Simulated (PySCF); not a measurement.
## Sb: excitation energy

Sb [Kr] 4d10 5s2 5p3 (4S) → Sb [Kr] 4d10 5s2 5p2 5d1 (high-spin determinant), as a difference of total energies. All numbers are calculated (PySCF 2.14, the spin-free X2C one-electron Hamiltonian (Gaussian nucleus), in x2c-TZVPPall with one added diffuse shell each of s, p, d, f type (9s7p5d3f, 76 functions)). Correlated levels: valence and next inner shell: [Ar] 3d10 frozen. The calculations carry no spin-orbit coupling.

```
                                method  excitation energy (eV)
                                   UHF                   7.179
    MP2 (valence and next inner shell)                   7.379
SCS-MP2 (valence and next inner shell)                   7.298
   CCSD (valence and next inner shell)                   7.231
CCSD(T) (valence and next inner shell)                   7.149
```

Task: How much does correlation contribute at CCSD(T) (valence and next inner shell)?

Result: 7.149 − (7.179) = -0.030 eV, measured against UHF.

The promoted electron is Rydberg-like, and one or two diffuse shells describe it only roughly, which tends to raise the upper state.

The coupled-cluster amplitudes are large for the upper state (T1 above 0.03 or a double amplitude above 0.15), so a single reference is strained.

The determinant of the upper state mixes LS terms, which raises its energy above the lowest term, most at the Hartree-Fock and MP2 levels.
